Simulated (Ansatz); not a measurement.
Cartesian coordinates (Å):
SMILES: C=[C-]c1ccccc1
```xyz
15

C      2.9035    -0.4567    -0.6135
C      1.8674    -0.8859     0.1169
C      0.5462    -0.3762     0.1354
C      0.1289     0.6407     1.0568
C     -1.1843     1.0935     1.1101
C     -2.1778     0.5688     0.2647
C     -1.7957    -0.4277    -0.6508
C     -0.4867    -0.8910    -0.7163
H      2.8355     0.3944    -1.3257
H      3.9017    -0.9167    -0.5620
H      0.8791     1.0599     1.7312
H     -1.4455     1.8793     1.8269
H     -3.2095     0.9223     0.3174
H     -2.5422    -0.8496    -1.3320
H     -0.2189    -1.6722    -1.4314
```
Charge -1, spin multiplicity 1.

These are frozen-core CCSD(T)/aug-cc-pVDZ // B3LYP-D3(BJ)/def2-SVPD in Ansatz (a program for electronic structure) values and carry that method's errors. The restricted HF reference is unstable towards unrestricted orbitals.

```
Item                           Result
----------------------  -------------
HF energy               -306.96906 Ha
MP2 correlation energy    -1.10596 Ha
```

**Question.** Estimate the CCSD correlation energy, the (T) correction, the total energy and the T1 diagnostic.

**Answer.** 
The CCSD correlation energy comes out as -1.14832 Ha. The (T) correction is -0.05886 Ha and the CCSD(T) total energy is -308.17623 Ha. The T1 diagnostic is 0.016.
